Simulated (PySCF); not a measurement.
Molecular orbitals of PmO

r²SCANh at R = 1.784 Å; PySCF, spin-free X2C with a Gaussian nucleus, basis sets Pm x2c-SVPall, O x2c-SVPall. State: sextet, about 4.4 electrons in the 4f shell (Mulliken), real f orbitals that mix terms. Only the outer orbitals are listed, counted within each symmetry.

```tsv
spin	orbital	occ.	ε (eV)	on Pm (%)	main shells (%)
α	7π	1	-8.48	67	62 Pm f, 32 O p
α	14σ	1	-8.36	77	72 Pm f, 21 O p
α	1φ	1	-8.00	93	91 Pm f
α	3δ	1	-7.78	100	100 Pm f
α	7π	1	-7.68	35	65 O p, 17 Pm f, 17 Pm d
α	8π	1	-6.89	58	42 O p, 39 Pm f, 18 Pm d
α	15σ	1	-6.48	57	42 O p, 32 Pm f, 20 Pm d
α	16σ	1	-3.80	99	82 Pm s, 10 Pm p
α	3δ	0	-2.69	99	86 Pm f, 8 Pm d
α	1φ	0	-2.66	100	98 Pm f
α	8π	0	-2.51	98	89 Pm f, 10 Pm d
β	7π	1	-7.77	21	78 O p, 15 Pm d
β	7π	1	-7.72	21	79 O p, 15 Pm d
β	14σ	1	-7.03	31	67 O p, 17 Pm d
β	15σ	0	-1.86	99	87 Pm s
β	1φ	0	-1.05	100	98 Pm f
β	8π	0	-0.96	100	86 Pm f, 14 Pm d
```

Task: Which are the highest filled and the lowest empty level, where do they sit, and how wide is the gap?

Result: Highest filled α 16σ at -3.80 eV (in %: 82 Pm s, 10 Pm p); lowest empty α 3δ at -2.69 eV (in %: 86 Pm f, 8 Pm d); the gap at r²SCANh is 1.11 eV.

```json
{
  "bond order (Mayer)": "2.37",
  "⟨S²⟩": "8.772",
  "charge on Pm (Mulliken, basis-dependent)": "0.34",
  "charge on Pm (Löwdin, basis-dependent)": "0.06",
  "dipole moment (positive dipole means Pm(−)O(+))": "-3.30 D"
}
```

Spin–orbit coupling is left out. With d or f electrons several states lie close, and the lowest PBE0 determinant need not be the measured ground state.
